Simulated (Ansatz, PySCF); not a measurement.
Reaction (SMILES): [C-]#[NH+] (CHN) [methanidylidyneazanium] + 3 [H][H] (H2) -> C (CH4) + N (NH3)
Geometries: B3LYP-D3(BJ)/def2-TZVP minima from Ansatz (an electronic-structure program).
Geometry of the first species:
```
N
C 1 1.1640
H 1 0.9974 2 180.00
```
Charge 0, spin multiplicity 1.

Property: energy of full hydrogenation (enthalpy at 298 K, with B3LYP-D3(BJ) rigid-rotor harmonic-oscillator terms from PySCF), in kcal/mol. Cores are frozen in the correlated levels unless marked. Spin-orbit coupling is left out. No relativistic terms. CBS(X,Y): correlation extrapolated as X^-3; Hartree-Fock from the larger set.

From measured enthalpies of formation at 298 K: -74.6 kcal/mol ([C-]#[NH+] (CHN) 45.9, ATcT 1.112; [H][H] (H2) 0.0, ATcT 1.112; C (CH4) -17.8, ATcT 1.112; N (NH3) -10.9, ATcT 1.112). It holds spin-orbit effects, which the calculations lack, and core correlation, which the frozen-core levels lack.

### Question
Rank these levels by their absolute error against the measured value, smallest first: BLYP/def2-TZVPD (Ansatz); revPBE/def2-TZVPD (Ansatz); CCSD(T)/CBS(def2-TZVPPD,def2-QZVPPD) (Ansatz); BHLYP/def2-TZVPD (Ansatz); MP2/def2-SVP (Ansatz).

### Answer
CCSD(T)/CBS(def2-TZVPPD,def2-QZVPPD) (-75.3 kcal/mol, error -0.7), MP2/def2-SVP (-72.9 kcal/mol, error 1.7), revPBE/def2-TZVPD (-71.6 kcal/mol, error 3.0), BHLYP/def2-TZVPD (-79.3 kcal/mol, error -4.7), BLYP/def2-TZVPD (-67.0 kcal/mol, error 7.6)
